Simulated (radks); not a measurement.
Task: All-electron atom: the nickel ion Ni6+ in [Ar] 3d4. Calculated with a radial shooting solver on a logarithmic mesh with Libxc functionals: scalar-relativistic Kohn-Sham, LDA (Slater exchange, Perdew-Wang correlation), spin-polarised, spherical densities, point nucleus; open shells are filled with parallel spins first. Some entries of the table are withheld. Estimate them.

orbital,occ.,eigenvalue (hartree),r(max) (bohr)
1s up,1,-305.5931,0.03546
1s down,1,-305.5917,0.03546
2s up,1,-40.59054,0.2051
2s down,1,-40.46518,0.2048
2p up,3,-35.58419,(1)
2p down,3,-35.48770,(2)
3s up,1,(3),(4)
3s down,1,(5),(6)
3p up,3,-6.82855,0.6297
3p down,3,-6.61470,0.6318
3d up,4,-4.44048,0.5742
3d down,0,-4.22369,0.5797

Result: 
(1) 2p up r(max) (bohr): 0.1650
(2) 2p down r(max) (bohr): 0.1648
(3) 3s up eigenvalue (hartree): -8.31092
(4) 3s up r(max) (bohr): 0.6288
(5) 3s down eigenvalue (hartree): -8.09326
(6) 3s down r(max) (bohr): 0.6303
